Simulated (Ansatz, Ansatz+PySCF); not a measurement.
```yaml
atoms:
  - { symbol: B, position_ang: [0.0000, 0.0000, 0.8104] }
  - { symbol: B, position_ang: [0.0000, 0.0000, -0.8104] }
  - { symbol: H, position_ang: [0.9139, 0.0000, 0.0000] }
  - { symbol: H, position_ang: [-0.9139, 0.0000, 0.0000] }
  - { symbol: H, position_ang: [0.0000, 0.9674, 1.3494] }
  - { symbol: H, position_ang: [0.0000, -0.9674, 1.3494] }
  - { symbol: H, position_ang: [0.0000, 0.9674, -1.3494] }
  - { symbol: H, position_ang: [0.0000, -0.9674, -1.3494] }
```

Basis set: def2-SVP (spherical functions). Frozen core: 2 orbitals. Charge 0, multiplicity 1.

Computed with Ansatz (development build ahead of 0.2.0); each method stands on the lowest determinant of its kind that the runs found. Restricted open shells among the atoms or ions are ROHF, correlated in semicanonical orbitals with singles.

Task: Give the atomization energy at this shape (free ground-state atoms in the same class of orbitals less the molecule, no zero-point energy) of singlet B2H6 by RHF-CCSD(T), RHF-MP2, RHF, UHF.

Result:

```
     method  atomization energy
RHF-CCSD(T)            24.35 eV
    RHF-MP2            24.31 eV
        RHF            20.53 eV
        UHF            20.37 eV
```

Caution: the shape is not the minimum.
